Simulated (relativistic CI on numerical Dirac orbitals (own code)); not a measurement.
# One change at a time: F

Base calculation: Dirac-Coulomb-Breit CI, orbitals from a KLI potential per configuration, model QED (radiative potential, 1s self-energy scaled to tabulated hydrogen-like ionisation energies), valence Slater integrals scaled by 0.85, P86 correlation energy added to each configuration.

CI space (outside the closed core 1s2): 2s2 2p5, 2s2 2p4 3s, 2s2 2p4 3p, 2s 2p6, 2s2 2p4 4s, 2s2 2p4 3d, 2s2 2p4 4p, 2s2 2p4 5s, 2s2 2p4 4d, 2s2 2p4 4f, 2s2 2p4 5p, 2s2 2p4 5d, 2s2 2p4 5f, 2s2 2p4 5g. Levels of other configurations are missing.

The lowest level and the first level of each name with at least 55 % of one term (blank where a level has no safe partner in the second run):

```tsv
Level	Base (cm⁻¹)	Shift (cm⁻¹)
2s2 2p5 2P°_3/2	0.0	0.0
2s2 2p5 2P°_1/2	391.0	+1.7
2s2 2p4 3s 4P_5/2	97850.5	-1808.8
2s2 2p4 3s 4P_3/2	98121.9	-1807.7
2s2 2p4 3s 4P_1/2	98281.4	-1808.5
2s2 2p4 3s 2P_3/2	100040.9	-1430.3
2s2 2p4 3s 2P_1/2	100363.0	-1429.5
2s2 2p4 3p 4P°_5/2	111098.2	-1863.0
2s2 2p4 3p 4P°_3/2	111217.9	-1861.1
2s2 2p4 3p 4P°_1/2	111324.4	-1864.0
2s2 2p4 3p 4D°_7/2	111766.9	-1743.8
2s2 2p4 3p 4D°_5/2	111941.7	-1739.1
2s2 2p4 3p 4D°_3/2	112088.0	-1742.7
2s2 2p4 3p 4D°_1/2	112169.9	-1743.8
```

For a near-neutral ion this model can misplace configurations by up to about 10,000 cm⁻¹ (more where the count of f electrons changes) and terms by 10 to 25 % of their spread. Rates follow the energies as ν³ (E1, M1) or ν⁵ (E2), so they and the lifetimes can be off by large factors. The fine structure of a lone outer electron comes out too small, for d and f at times inverted, and misplaced configurations move strength between like terms. 17 of the 19 excited levels that our extract of the measured tables holds in this range could be paired (the sources list more); they are missed by 4650 cm⁻¹ on average and 5287 at most, and levels without a partner can miss by more.

**Question.** One thing was changed in a second run, which moved the levels as shown. Which?
A. Slater integrals left unscaled
B. non-relativistic limit
C. Breit term removed
D. valence Slater integrals scaled by 0.75
E. configuration mixing switched off
F. QED terms removed

**Answer.** A. Slater integrals left unscaled. Scaling acts on the splittings between terms and on the mixing, and leaves the fine structure of pure LS terms nearly alone; in jj coupling it moves the levels of one term differently.

LS names give the leading component of a level, which can be under half, so a name can repeat, a term be missing and a line seem to break the LS rules.
